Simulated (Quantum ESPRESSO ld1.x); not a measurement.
The numbers below are computed, except where a source is named.
Problem. The molybdenum ion Mo+, configuration [Kr] 4d5. Code: ld1.x of Quantum ESPRESSO 7.5. Model: scalar-relativistic Kohn-Sham, LDA (Slater exchange, Perdew-Zunger correlation), spin-polarised, spherical densities, point nucleus; open shells are filled with parallel spins first. Some entries of the table are withheld. Estimate them.

orbital  occ.  eigenvalue (hartree)  <r^2> (bohr^2)
1s down     1              -727.691        0.001672
1s up       1              -727.691        0.001672
2s up       1              -103.004         0.02792
2s down     1              -102.987         0.02791
2p up       3              -92.1768         0.02195
2p down     3              -92.1632         0.02195
3s up       1              -17.7070          0.2117
3s down     1              -17.6945          0.2115
3p up       3              -14.1602          0.2166
3p down     3              -14.1465          0.2164
3d up       5              -8.37102          0.2080
3d down     5              -8.35253          0.2076
4s up       1              -2.64373           1.398
4s down     1              -2.55281           1.383
4p up       3              -1.69910           1.770
4p down     3              -1.60028           1.750
4d up       5              -0.42341           4.269
5s up       0              -0.39254           11.19
5s down     0              -0.32061           12.92
4d down     0              -0.31919           4.718
5p up       0              -0.23468           17.72
5p down     0              -0.18717           22.26
5d up       0                   (1)           67.41
5d down     0                   (2)           87.07
4f up       0              -0.03354             (3)
4f down     0              -0.03294             (4)

Solution. 
(1) 5d up eigenvalue (hartree): -0.07502
(2) 5d down eigenvalue (hartree): -0.06650
(3) 4f up <r^2> (bohr^2): 272.1
(4) 4f down <r^2> (bohr^2): 294.0
